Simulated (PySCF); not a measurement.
Precursor series metal swap MX4 OH. Isolated molecules, 0 K electronic values unless said otherwise. One relaxed conformer stands for each flexible species; it need not be the lowest. In the def2 sets, heavy atoms carry core potentials. All members: neutral, multiplicity 1. Level: B3LYP-D3(BJ)/def2-TZVP // BP86-D3(BJ)/def2-SVP (PySCF), beside PBE-D3(BJ)/def2-TZVP // BP86-D3(BJ)/def2-SVP (PySCF) at the same geometries. B3LYP has the VWN-RPA correlation part, as in Gaussian.  Orbital energies are measured against the vacuum level.

| species | LUMO, PBE (eV) | LUMO, B3LYP-D3(BJ) (eV) |
|---|---|---|
| [Cr(=O)2(OH)2] | -4.81 | -4.39 |
| [Mo(=O)(OH)4] | -4.54 | -4.15 |
| [W(=O)(OH)4] | -3.82 | withheld |
| [V(=O)(OH)3] | -3.30 | -2.75 |
| [Nb(=O)(OH)3] | -1.78 | -1.22 |
| [Ta(=O)(OH)3] | -1.15 | -0.70 |
| [Hf(OH)4] | -0.62 | -0.23 |

### Question
Fit y = a + b·x, y being the LUMO at the first level, to the 6 complete rows by least squares, with x = the PBE value in eV. Give a, b and the rms residual, and predict the withheld value.

### Answer
Means of the 6 rows: x̄ = -2.7, ȳ = -2.24 eV. Σ(x − x̄)² = 15.773 and Σ(x − x̄)(y − ȳ) = 15.863, so b = 1.006 and a = ȳ − b·x̄ = 0.476 eV. The rms residual is 0.070 eV. At x = -3.82 the line gives -3.37 eV. The run for [W(=O)(OH)4] gave -3.34 eV, so the line is off by 0.03 eV, within twice the rms residual.

Codes: PySCF.
